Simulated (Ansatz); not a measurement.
Relaxation of MnHg₇Te₇Br₂ (charge 0, sextet) with UKS r2SCAN-D4/def2-SVP in Ansatz.

Positions (Å) and forces (eV/Å) at steps 18, 19, 21, 22, 23, 24, 25, 26, 27, 28, 29, 30, 31, 33, 34, 35, 36, 37 of 70:

```xyz
17
step=18 energy=-251729.3987 eV
Br    3.715   -3.999   -1.833   -0.025    0.033    0.011
Br   -0.695   -0.020    4.402   -0.008    0.002    0.011
Hg   -4.046    1.639   -0.013    0.008   -0.012   -0.008
Hg    1.198   -3.709   -1.710   -0.056   -0.029   -0.051
Hg   -1.420    1.439    2.055   -0.004   -0.003   -0.005
Hg    0.889   -1.474    2.930   -0.017    0.027   -0.009
Hg    2.009    2.412   -1.426    0.016   -0.007    0.001
Hg   -1.284    4.184    0.034    0.004    0.010    0.005
Hg    3.224   -1.262   -0.083    0.012    0.041    0.026
Mn   -1.839   -1.189   -1.091   -0.022    0.019    0.001
Te   -4.367   -0.434   -1.578   -0.012    0.001   -0.021
Te   -3.277    3.561    1.850    0.024    0.001    0.002
Te   -1.420   -3.635   -1.970    0.071   -0.008    0.029
Te    2.570   -3.149    1.768    0.056   -0.040   -0.004
Te    0.695    4.796   -1.605    0.005   -0.014    0.000
Te    3.941    0.586   -1.889   -0.039   -0.015    0.004
Te    0.106    0.254    0.160   -0.014   -0.006    0.008
17
step=19 energy=-251729.3752 eV rejected
Br    3.721   -3.801   -1.857    0.045   -0.114   -0.113
Br   -0.715   -0.059    4.413    0.036   -0.022   -0.052
Hg   -3.997    1.655   -0.069   -0.032    0.045    0.006
Hg    1.201   -3.692   -1.780    0.163    0.109    0.080
Hg   -1.465    1.379    2.066    0.122   -0.058    0.035
Hg    0.925   -1.477    2.922    0.065   -0.121   -0.021
Hg    2.001    2.381   -1.414   -0.044    0.020   -0.010
Hg   -1.226    4.231    0.045    0.039   -0.073   -0.005
Hg    3.244   -1.224    0.009    0.009   -0.080    0.027
Mn   -1.953   -1.199   -1.108    0.000    0.039   -0.008
Te   -4.449   -0.362   -1.691    0.128    0.031    0.074
Te   -3.203    3.554    1.847   -0.155    0.039   -0.058
Te   -1.402   -3.665   -1.845   -0.249   -0.125   -0.072
Te    2.715   -3.148    1.852   -0.148    0.212    0.142
Te    0.745    4.784   -1.624   -0.045    0.035    0.044
Te    3.826    0.495   -1.952    0.044    0.016   -0.030
Te    0.034    0.149    0.185    0.022    0.046   -0.038
17
step=21 energy=-251729.4129 eV
Br    3.685   -3.848   -1.916    0.055   -0.028   -0.026
Br   -0.715   -0.035    4.401   -0.002   -0.009    0.002
Hg   -4.028    1.657   -0.057   -0.001    0.007   -0.001
Hg    1.176   -3.668   -1.777   -0.074    0.001    0.002
Hg   -1.438    1.402    2.044    0.006    0.001    0.001
Hg    0.916   -1.466    2.950    0.019   -0.009   -0.010
Hg    2.013    2.383   -1.418   -0.009   -0.007   -0.001
Hg   -1.258    4.194    0.051    0.009   -0.025    0.005
Hg    3.243   -1.263   -0.013    0.018    0.011    0.016
Mn   -1.887   -1.198   -1.109   -0.001    0.002   -0.002
Te   -4.383   -0.382   -1.664    0.019    0.005    0.000
Te   -3.258    3.549    1.844   -0.019   -0.001   -0.006
Te   -1.446   -3.682   -1.882    0.007   -0.004    0.003
Te    2.704   -3.115    1.904   -0.017    0.035    0.018
Te    0.727    4.778   -1.588    0.006    0.022    0.002
Te    3.863    0.500   -1.937   -0.018   -0.002    0.002
Te    0.084    0.192    0.166    0.002    0.002   -0.007
17
step=22 energy=-251729.4158 eV
Br    3.667   -3.812   -1.961    0.038   -0.031   -0.011
Br   -0.732   -0.039    4.407    0.011   -0.016   -0.005
Hg   -4.022    1.667   -0.083   -0.002    0.003   -0.001
Hg    1.158   -3.666   -1.800   -0.055    0.012    0.010
Hg   -1.449    1.382    2.039    0.004   -0.005    0.000
Hg    0.934   -1.448    2.970    0.015   -0.007   -0.012
Hg    1.999    2.378   -1.418    0.004   -0.003   -0.001
Hg   -1.240    4.178    0.063   -0.001    0.009   -0.003
Hg    3.266   -1.269    0.004   -0.009    0.020    0.009
Mn   -1.895   -1.202   -1.116    0.004   -0.005   -0.003
Te   -4.373   -0.358   -1.709    0.023    0.007    0.005
Te   -3.256    3.539    1.841   -0.016   -0.008   -0.010
Te   -1.465   -3.702   -1.850    0.003   -0.001   -0.001
Te    2.761   -3.081    1.967   -0.007    0.032    0.007
Te    0.745    4.791   -1.566   -0.003   -0.006    0.019
Te    3.818    0.474   -1.962   -0.007   -0.017   -0.001
Te    0.083    0.168    0.172    0.000    0.016   -0.004
17
step=23 energy=-251729.4195 eV
Br    3.633   -3.805   -1.987   -0.009   -0.011    0.008
Br   -0.743   -0.054    4.407    0.018   -0.013   -0.018
Hg   -4.015    1.677   -0.119    0.001   -0.007   -0.002
Hg    1.123   -3.671   -1.811    0.014    0.002    0.010
Hg   -1.467    1.362    2.039   -0.003   -0.009    0.001
Hg    0.966   -1.420    2.973    0.006   -0.019    0.001
Hg    1.997    2.373   -1.420    0.004    0.006   -0.002
Hg   -1.235    4.176    0.091    0.001    0.006   -0.004
Hg    3.278   -1.257    0.020    0.005   -0.008   -0.025
Mn   -1.887   -1.209   -1.128   -0.005   -0.017   -0.005
Te   -4.340   -0.332   -1.771    0.019    0.009    0.007
Te   -3.271    3.521    1.839   -0.015   -0.001   -0.008
Te   -1.498   -3.731   -1.818   -0.005    0.025    0.004
Te    2.845   -3.033    2.034   -0.020    0.067   -0.014
Te    0.767    4.802   -1.512    0.003   -0.009    0.018
Te    3.766    0.436   -2.011   -0.027   -0.025    0.024
Te    0.081    0.164    0.174    0.012    0.003    0.006
17
step=24 energy=-251729.4242 eV
Br    3.591   -3.829   -2.005   -0.040    0.010    0.026
Br   -0.768   -0.078    4.406    0.035   -0.030   -0.027
Hg   -4.003    1.687   -0.175    0.002   -0.014   -0.010
Hg    1.081   -3.699   -1.808    0.067    0.005    0.008
Hg   -1.504    1.329    2.040    0.008   -0.008   -0.009
Hg    1.003   -1.388    2.984    0.011   -0.005   -0.008
Hg    1.992    2.377   -1.422    0.008   -0.001   -0.016
Hg   -1.230    4.179    0.139    0.004   -0.006   -0.001
Hg    3.301   -1.251    0.004   -0.009   -0.017   -0.029
Mn   -1.870   -1.206   -1.136   -0.009   -0.030   -0.016
Te   -4.284   -0.292   -1.873    0.028    0.015    0.025
Te   -3.303    3.494    1.834   -0.007    0.003   -0.017
Te   -1.537   -3.756   -1.764   -0.017    0.044    0.007
Te    2.969   -2.941    2.116   -0.032    0.103   -0.055
Te    0.806    4.833   -1.412    0.018   -0.035    0.022
Te    3.663    0.379   -2.115   -0.066   -0.032    0.084
Te    0.090    0.162    0.189   -0.002   -0.002    0.018
17
step=25 energy=-251729.4288 eV
Br    3.577   -3.858   -1.985   -0.038    0.018    0.025
Br   -0.779   -0.101    4.400    0.041   -0.028   -0.027
Hg   -3.992    1.695   -0.213    0.005   -0.018   -0.012
Hg    1.069   -3.713   -1.784    0.071   -0.004   -0.003
Hg   -1.528    1.311    2.043    0.003   -0.014   -0.005
Hg    1.034   -1.362    2.977    0.004   -0.014    0.006
Hg    1.973    2.381   -1.434    0.032   -0.005   -0.034
Hg   -1.220    4.171    0.175    0.005    0.019   -0.003
Hg    3.286   -1.247   -0.018    0.020   -0.035   -0.025
Mn   -1.849   -1.203   -1.149   -0.020   -0.030   -0.016
Te   -4.239   -0.265   -1.938    0.031    0.016    0.029
Te   -3.327    3.478    1.827    0.009   -0.003   -0.027
Te   -1.549   -3.767   -1.735   -0.015    0.050    0.009
Te    3.046   -2.882    2.154   -0.047    0.141   -0.092
Te    0.846    4.867   -1.322    0.019   -0.088    0.027
Te    3.556    0.328   -2.198   -0.102   -0.010    0.128
Te    0.095    0.168    0.199   -0.016    0.005    0.020
17
step=26 energy=-251729.4363 eV
Br    3.589   -3.895   -1.959    0.002    0.013    0.013
Br   -0.796   -0.119    4.408    0.035   -0.033   -0.021
Hg   -3.977    1.701   -0.248    0.011   -0.008   -0.010
Hg    1.083   -3.731   -1.762    0.009    0.005   -0.003
Hg   -1.559    1.296    2.060    0.007   -0.003   -0.016
Hg    1.037   -1.340    2.974    0.008    0.019   -0.018
Hg    1.956    2.372   -1.463    0.018   -0.020   -0.018
Hg   -1.217    4.196    0.224    0.015   -0.036   -0.002
Hg    3.298   -1.258   -0.061   -0.042    0.000   -0.002
Mn   -1.826   -1.195   -1.159   -0.009   -0.003   -0.007
Te   -4.191   -0.241   -1.997    0.021    0.008    0.023
Te   -3.356    3.466    1.821    0.006    0.021   -0.023
Te   -1.536   -3.764   -1.713    0.007    0.021    0.000
Te    3.099   -2.805    2.178   -0.010    0.100   -0.097
Te    0.894    4.881   -1.216    0.038   -0.092    0.004
Te    3.415    0.249   -2.306   -0.101    0.024    0.151
Te    0.090    0.187    0.217   -0.016   -0.014    0.025
17
step=27 energy=-251729.4457 eV
Br    3.620   -3.898   -1.925    0.029   -0.010   -0.010
Br   -0.794   -0.144    4.409    0.011   -0.010    0.006
Hg   -3.949    1.712   -0.279   -0.010    0.006    0.002
Hg    1.116   -3.724   -1.750   -0.047    0.004   -0.008
Hg   -1.592    1.289    2.081   -0.018   -0.005    0.025
Hg    1.060   -1.313    2.965   -0.008    0.000    0.019
Hg    1.921    2.354   -1.458    0.041   -0.003   -0.080
Hg   -1.179    4.154    0.245    0.009    0.056   -0.003
Hg    3.217   -1.255   -0.087    0.062   -0.003   -0.028
Mn   -1.815   -1.191   -1.170    0.000    0.010   -0.005
Te   -4.161   -0.221   -2.034    0.012   -0.004    0.003
Te   -3.366    3.477    1.799    0.024   -0.010   -0.027
Te   -1.506   -3.755   -1.712    0.022   -0.014   -0.010
Te    3.152   -2.742    2.190   -0.014    0.076   -0.075
Te    0.956    4.890   -1.139    0.011   -0.138    0.024
Te    3.248    0.178   -2.379   -0.097    0.038    0.168
Te    0.070    0.189    0.246   -0.025    0.006    0.001
17
step=28 energy=-251729.4552 eV
Br    3.645   -3.896   -1.931    0.032   -0.001   -0.001
Br   -0.797   -0.158    4.431   -0.006    0.015    0.020
Hg   -3.943    1.724   -0.298    0.029    0.007    0.005
Hg    1.140   -3.702   -1.777   -0.051   -0.024   -0.024
Hg   -1.629    1.286    2.117   -0.034   -0.007    0.024
Hg    1.079   -1.272    2.974   -0.024   -0.008    0.009
Hg    1.860    2.324   -1.522    0.049    0.018    0.021
Hg   -1.145    4.165    0.282   -0.019    0.019   -0.009
Hg    3.200   -1.271   -0.081    0.034    0.014   -0.007
Mn   -1.778   -1.200   -1.200   -0.012    0.025    0.030
Te   -4.120   -0.215   -2.050   -0.020   -0.011   -0.029
Te   -3.374    3.495    1.778    0.014    0.012   -0.001
Te   -1.481   -3.762   -1.755    0.028    0.007   -0.008
Te    3.194   -2.682    2.233    0.020    0.041   -0.049
Te    1.017    4.877   -1.071    0.004   -0.105   -0.012
Te    3.089    0.087   -2.410   -0.051    0.017    0.037
Te    0.042    0.203    0.279    0.006   -0.020   -0.005
17
step=29 energy=-251729.4573 eV
Br    3.675   -3.890   -1.940   -0.008   -0.023   -0.008
Br   -0.802   -0.160    4.473   -0.019    0.002    0.027
Hg   -3.888    1.735   -0.330   -0.053    0.007    0.003
Hg    1.161   -3.718   -1.839   -0.010    0.042    0.018
Hg   -1.682    1.269    2.163    0.009    0.027    0.021
Hg    1.076   -1.253    3.005    0.009    0.027   -0.043
Hg    1.894    2.272   -1.485   -0.056   -0.012   -0.082
Hg   -1.149    4.165    0.281    0.019   -0.048    0.028
Hg    3.222   -1.249   -0.097   -0.041   -0.016   -0.061
Mn   -1.790   -1.180   -1.186    0.039   -0.004   -0.005
Te   -4.117   -0.201   -2.082    0.021    0.012    0.002
Te   -3.387    3.507    1.764    0.011    0.004   -0.023
Te   -1.459   -3.727   -1.799   -0.006   -0.028   -0.023
Te    3.247   -2.577    2.255    0.053   -0.005    0.021
Te    1.054    4.816   -1.037    0.033    0.012    0.002
Te    2.933   -0.012   -2.479    0.016    0.045    0.139
Te    0.013    0.203    0.334   -0.014   -0.041   -0.018
17
step=30 energy=-251729.4551 eV rejected
Br    3.606   -3.973   -1.813   -0.012    0.045    0.006
Br   -0.782   -0.198    4.513   -0.059    0.085   -0.099
Hg   -3.939    1.719   -0.304    0.012   -0.009   -0.046
Hg    1.103   -3.643   -1.820   -0.008   -0.071   -0.056
Hg   -1.689    1.205    2.202   -0.023    0.017    0.081
Hg    1.102   -1.136    2.896    0.183   -0.177    0.066
Hg    1.837    2.253   -1.556    0.066    0.006    0.032
Hg   -1.102    4.078    0.309   -0.053    0.020    0.012
Hg    3.266   -1.260   -0.083    0.043   -0.041    0.109
Mn   -1.793   -1.159   -1.221   -0.050   -0.104   -0.051
Te   -4.108   -0.166   -2.119   -0.015    0.044    0.022
Te   -3.364    3.468    1.780    0.023   -0.012    0.028
Te   -1.514   -3.672   -1.979    0.038    0.051    0.022
Te    3.369   -2.446    2.344   -0.075    0.095   -0.012
Te    1.062    4.794   -1.035   -0.008   -0.003   -0.009
Te    2.945   -0.026   -2.449   -0.024   -0.026   -0.108
Te    0.000    0.161    0.334   -0.039    0.080    0.002
17
step=31 energy=-251729.4712 eV
Br    3.656   -3.919   -1.907    0.000    0.001   -0.003
Br   -0.791   -0.169    4.477   -0.020    0.021    0.003
Hg   -3.917    1.745   -0.323   -0.005   -0.007   -0.005
Hg    1.145   -3.697   -1.849    0.000    0.005   -0.004
Hg   -1.695    1.264    2.187   -0.003   -0.002    0.021
Hg    1.101   -1.214    2.967    0.024   -0.011   -0.017
Hg    1.858    2.262   -1.520    0.000   -0.006   -0.007
Hg   -1.128    4.129    0.296   -0.004    0.001    0.006
Hg    3.234   -1.268   -0.084   -0.008    0.002   -0.001
Mn   -1.789   -1.188   -1.205    0.004   -0.002    0.002
Te   -4.105   -0.178   -2.093   -0.006    0.007   -0.011
Te   -3.386    3.509    1.767    0.013   -0.002    0.004
Te   -1.473   -3.721   -1.875   -0.011   -0.008   -0.014
Te    3.315   -2.526    2.304    0.005    0.022    0.009
Te    1.060    4.808   -1.031    0.005   -0.008   -0.001
Te    2.929   -0.024   -2.455   -0.003   -0.001    0.017
Te   -0.012    0.187    0.344    0.011   -0.013   -0.001
17
step=33 energy=-251729.4800 eV
Br    3.622   -3.932   -1.876   -0.006    0.002    0.009
Br   -0.776   -0.147    4.515    0.004    0.011   -0.007
Hg   -3.911    1.751   -0.335    0.009   -0.008   -0.005
Hg    1.112   -3.670   -1.922   -0.005   -0.010   -0.008
Hg   -1.734    1.228    2.242   -0.005    0.003   -0.004
Hg    1.145   -1.133    2.956    0.049   -0.036   -0.004
Hg    1.826    2.205   -1.540    0.009   -0.010    0.015
Hg   -1.102    4.083    0.325   -0.002    0.007    0.000
Hg    3.264   -1.269   -0.058   -0.002   -0.005    0.026
Mn   -1.795   -1.197   -1.236   -0.016   -0.030   -0.015
Te   -4.081   -0.137   -2.145   -0.001    0.012   -0.001
Te   -3.382    3.496    1.770    0.006   -0.012    0.012
Te   -1.505   -3.699   -2.034    0.009    0.031    0.002
Te    3.451   -2.360    2.407   -0.041    0.056   -0.022
Te    1.096    4.754   -0.994   -0.010    0.001    0.000
Te    2.827   -0.115   -2.459    0.001   -0.018    0.000
Te   -0.057    0.143    0.384    0.001    0.006    0.000
17
step=34 energy=-251729.4842 eV
Br    3.590   -3.951   -1.827   -0.030    0.001    0.010
Br   -0.744   -0.117    4.537    0.015    0.003   -0.009
Hg   -3.903    1.759   -0.344    0.008   -0.004   -0.002
Hg    1.084   -3.660   -1.979    0.011   -0.009    0.007
Hg   -1.759    1.194    2.272    0.004   -0.001   -0.019
Hg    1.189   -1.074    2.942    0.056   -0.042    0.019
Hg    1.808    2.155   -1.535   -0.004   -0.003    0.007
Hg   -1.088    4.049    0.353    0.001    0.008   -0.001
Hg    3.283   -1.260   -0.034    0.027   -0.022    0.032
Mn   -1.819   -1.208   -1.268   -0.014   -0.045   -0.033
Te   -4.072   -0.089   -2.195    0.011    0.009    0.011
Te   -3.379    3.477    1.785   -0.001   -0.013    0.009
Te   -1.530   -3.678   -2.166    0.010    0.048    0.008
Te    3.562   -2.218    2.482   -0.078    0.076   -0.070
Te    1.113    4.709   -0.965   -0.006    0.000    0.002
Te    2.758   -0.184   -2.457    0.011   -0.017    0.023
Te   -0.094    0.096    0.400   -0.019    0.013    0.007
17
step=35 energy=-251729.4873 eV
Br    3.557   -3.978   -1.776   -0.014    0.001    0.016
Br   -0.718   -0.085    4.554    0.024   -0.013   -0.009
Hg   -3.897    1.764   -0.345    0.006   -0.005   -0.004
Hg    1.060   -3.658   -1.995   -0.014   -0.010    0.002
Hg   -1.771    1.168    2.284    0.010    0.000   -0.036
Hg    1.210   -1.044    2.940    0.062   -0.022    0.008
Hg    1.791    2.123   -1.529   -0.003    0.001    0.015
Hg   -1.087    4.035    0.378    0.000   -0.003    0.000
Hg    3.329   -1.254   -0.036   -0.021   -0.004    0.051
Mn   -1.835   -1.216   -1.305   -0.016   -0.038   -0.025
Te   -4.067   -0.052   -2.228    0.015    0.008    0.014
Te   -3.379    3.458    1.806   -0.005   -0.007    0.004
Te   -1.549   -3.665   -2.258    0.027    0.054    0.015
Te    3.622   -2.117    2.513   -0.058    0.048   -0.064
Te    1.115    4.679   -0.947   -0.005   -0.002    0.000
Te    2.740   -0.213   -2.460    0.011   -0.019    0.013
Te   -0.121    0.055    0.406   -0.017    0.009    0.000
17
step=36 energy=-251729.4923 eV
Br    3.513   -4.012   -1.675   -0.011   -0.006    0.013
Br   -0.668   -0.050    4.550    0.028   -0.023    0.003
Hg   -3.890    1.778   -0.345   -0.007   -0.011   -0.005
Hg    1.032   -3.668   -1.993   -0.042    0.003   -0.007
Hg   -1.773    1.138    2.275    0.009   -0.007   -0.040
Hg    1.255   -1.016    2.933    0.019    0.008    0.035
Hg    1.770    2.086   -1.508   -0.006    0.008   -0.005
Hg   -1.095    4.013    0.408    0.006    0.006    0.001
Hg    3.345   -1.231   -0.030    0.005   -0.005    0.011
Mn   -1.862   -1.222   -1.357   -0.009   -0.005   -0.005
Te   -4.065    0.005   -2.269    0.019    0.004    0.014
Te   -3.382    3.431    1.840   -0.004   -0.004   -0.006
Te   -1.568   -3.644   -2.364    0.052    0.031    0.012
Te    3.697   -2.017    2.528   -0.031    0.013   -0.025
Te    1.104    4.646   -0.926   -0.005   -0.008    0.004
Te    2.735   -0.234   -2.463   -0.006   -0.007    0.010
Te   -0.146   -0.003    0.398   -0.018    0.002   -0.011
17
step=37 energy=-251729.4979 eV
Br    3.446   -4.086   -1.508   -0.062    0.029   -0.008
Br   -0.608   -0.009    4.555    0.055   -0.027   -0.011
Hg   -3.906    1.779   -0.344    0.013    0.004   -0.013
Hg    0.997   -3.668   -1.994   -0.002    0.006    0.019
Hg   -1.762    1.078    2.236    0.013   -0.017   -0.056
Hg    1.332   -0.945    2.959   -0.037    0.007    0.077
Hg    1.726    2.049   -1.508   -0.018    0.003    0.031
Hg   -1.101    4.002    0.464   -0.025   -0.038   -0.007
Hg    3.389   -1.211   -0.036   -0.030   -0.010    0.004
Mn   -1.902   -1.210   -1.416    0.026    0.031    0.011
Te   -4.062    0.084   -2.338    0.018    0.002    0.037
Te   -3.385    3.373    1.882   -0.011    0.013   -0.004
Te   -1.578   -3.582   -2.511    0.048   -0.009   -0.010
Te    3.780   -1.899    2.540    0.037   -0.007    0.010
Te    1.087    4.608   -0.894    0.020    0.009   -0.013
Te    2.693   -0.272   -2.464    0.015   -0.010   -0.050
Te   -0.145   -0.092    0.378   -0.061    0.014   -0.017
```

In the def2 sets Hg, Te take a core potential; there is no spin–orbit coupling. Single mean-field runs in def2-SVP are fitted with def2-universal-jkfit.
